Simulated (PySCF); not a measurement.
Ar: excitation energy

Ar [Ar] (1S) → Ar [Ne] 3s2 3p5 3d1 (high-spin determinant), as a difference of total energies. Calculation: PySCF 2.14, in aug-cc-pV(Q+d)Z with one added diffuse shell each of s, p, d, f, g type (8s7p6d4f3g, 114 functions); no relativity, point nucleus. Correlated levels: valence: [Ne] frozen. The calculations carry no spin-orbit coupling.

```
           method  excitation energy (eV)
              UHF                  13.181
              LDA                  13.790
              PBE                  13.451
             PBE0                  13.635
           r2SCAN                  13.749
          r2SCANh                  13.774
          r2SCAN0                  13.810
        CAM-B3LYP                  13.837
    MP2 (valence)                  14.259
SCS-MP2 (valence)                  14.236
```

Problem. How much does correlation contribute at MP2 (valence)?

Solution. 14.259 − (13.181) = 1.078 eV, measured against UHF.

A first-order spin-orbit estimate (lowest level to lowest level, LS coupling) adds -0.054 eV.

The promoted electron is Rydberg-like, and one or two diffuse shells describe it only roughly, which tends to raise the upper state.

The determinant of the upper state mixes LS terms, which raises its energy above the lowest term, most at the Hartree-Fock and MP2 levels.
